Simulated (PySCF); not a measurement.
A ladder of Hamiltonians for V¹³⁺ (vanadium, charge +13)

Occupied: 1s1/2, 2s1/2, 2p1/2, 2p3/2. Hartree-Fock calculated with PySCF 2.14 in an uncontracted even-tempered set (17 s from 0.72 bohr⁻², ratio 2.7; 12 p from 0.86 bohr⁻², ratio 2.7), Gaussian nucleus throughout. NR is non-relativistic, sf-X2C the spin-free one-electron X2C Hamiltonian, X2C adds the bare one-electron spin-orbit term, X2C-SNSO screens it by Boettger's factors, DC is four-component Dirac-Coulomb, and the Gaunt and Breit terms are added at first order (total energies over the DC spinors, levels after relaxing the spinors in that mean field). QED terms are absent. Levels marked empty are virtual spinors of this ion.

```
Hamiltonian  E (hartree)
         NR    -872.0021
     sf-X2C    -877.0892
        X2C    -877.0993
   X2C-SNSO    -877.0976
         DC    -877.2073
   DC+Gaunt    -876.8902
   DC+Breit    -876.9156
```

| level (eV) | NR | sf-X2C | X2C | X2C-SNSO | DC | DC+Gaunt | DC+Breit |
| --- | --- | --- | --- | --- | --- | --- | --- |
| 1s1/2 | -5858.3 | -5896.7 | -5896.7 | -5896.7 | -5898.8 | -5893.6 | -5893.9 |
| 2s1/2 | -999.45 | -1008.1 | -1008.1 | -1008.1 | -1008.3 | -1007.9 | -1007.9 |
| 2p1/2 | -898.35 | -900.21 | -905.78 | -905.28 | -905.32 | -904.63 | -904.70 |
| 2p3/2 | -898.35 | -900.21 | -897.48 | -897.71 | -897.84 | -897.36 | -897.44 |
| 3s1/2 (empty) | -333.55 | -335.55 | -335.55 | -335.55 | -335.59 | -335.50 | -335.51 |
| 3p1/2 (empty) | -305.93 | -306.58 | -307.62 | -307.53 | -307.53 | -307.40 | -307.42 |
| 3p3/2 (empty) | -305.93 | -306.58 | -306.07 | -306.11 | -306.13 | -306.04 | -306.06 |

**Question.** How large are the two-electron picture-change error of X2C and the Breit correction in the total energy?

**Answer.** X2C-1e lies 0.1080 hartree above Dirac-Coulomb; Gaunt adds 0.3171 and the full Breit term 0.2917 hartree.

```json
{"interval (eV)": "2p3/2 − 2p1/2", "X2C": "8.297", "X2C-SNSO": "7.570", "DC": "7.483", "DC+Gaunt": "7.265", "DC+Breit": "7.265"}
{"interval (eV)": "3p3/2 − 3p1/2", "X2C": "1.552", "X2C-SNSO": "1.416", "DC": "1.403", "DC+Gaunt": "1.358", "DC+Breit": "1.358"}
```

Weight of the small component: 1s1/2 0.00681, 2s1/2 0.00125, 2p1/2 0.00121, 2p3/2 0.00120, 3s1/2 0.000366, 3p1/2 0.000349, 3p3/2 0.000347.

Koopmans' value for the highest occupied level at DC+Breit: 897.44 eV, against an ionisation energy of 896 ± 0.4 eV (measured; NIST Atomic Spectra Database, ionization energies); the former lacks relaxation, correlation, QED and recoil.

The whole ladder took 87 s of wall time on 1 thread of Neoverse-N1 (shared host), launched as `OMP_NUM_THREADS=1 python relrun2.py TASK.json OUT` (a driver that calls PySCF for each Hamiltonian).
